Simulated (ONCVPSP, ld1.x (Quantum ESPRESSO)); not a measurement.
# Potentials for zinc (Zn) compared

Generated with ld1.x 7.5 (TM, RRKJ, ultrasoft, PAW), atompaw 4.2 or ONCVPSP 4.0.1. The cutoff is in Ry: for ld1.x and atompaw files where the sum of valence levels is converged to 10 mRy in a Bessel basis, for ONCV files where the hardest occupied wave has 1 mHa per electron of residual kinetic energy. The error is the largest all-electron minus pseudo excitation energy over each file’s own four to seven test configurations (ionisations up to +4, promotions, holes and added fractions of an electron), all of which were solved. The labels leave out finer settings (local radius, basis sizes, second energies), which also bear on the numbers. Spin-polarised tests are not counted. The rows are a selection from randomly drawn settings: files with unsolved tests, undetermined cutoffs or missed reference levels are left out.

```csv
potential,cutoff (Ry),largest error (meV),bound ghosts
"TM, BP86, scalar-relativistic, rc 1.60/2.95/1.05 (spd), local s, core correction yes, reference 3d10 4s2 4p0",230,-444,none
"ONCV, PBE, scalar-relativistic, rc 0.95/0.65/1.20 (spd), local smoothed, core correction yes, reference 3s2 3p6 3d10, qcut 13.6/14.9/14.5, projectors 2/2/2",180,+17,none
"ONCV, LDA (Perdew-Wang 92), scalar-relativistic, rc 0.95/0.70/1.25 (spd), local smoothed, core correction yes, reference 3s2 3p6 3d10 4s2, qcut 16.3/11.8/10.5, projectors 2/2/2",166,+49,none
```

(1) Fill in the row for Zn: PAW, PBE, scalar-relativistic, rc 1.75/2.20/1.25 (spd), local smoothed, core correction yes, reference 3d10 4s2 4p0.

(2) Fill in the row for Zn: ONCV, PBE, scalar-relativistic, rc 1.10/0.75/1.50 (spd), local smoothed, core correction yes, reference 3s2 3p6 3d10, qcut 9.4/8.9/9.2, projectors 3/2/2.

Answers

(1) cutoff 90 Ry, largest error -1222 meV, bound ghosts: none.

(2) cutoff 127 Ry, largest error +144 meV, bound ghosts: none.
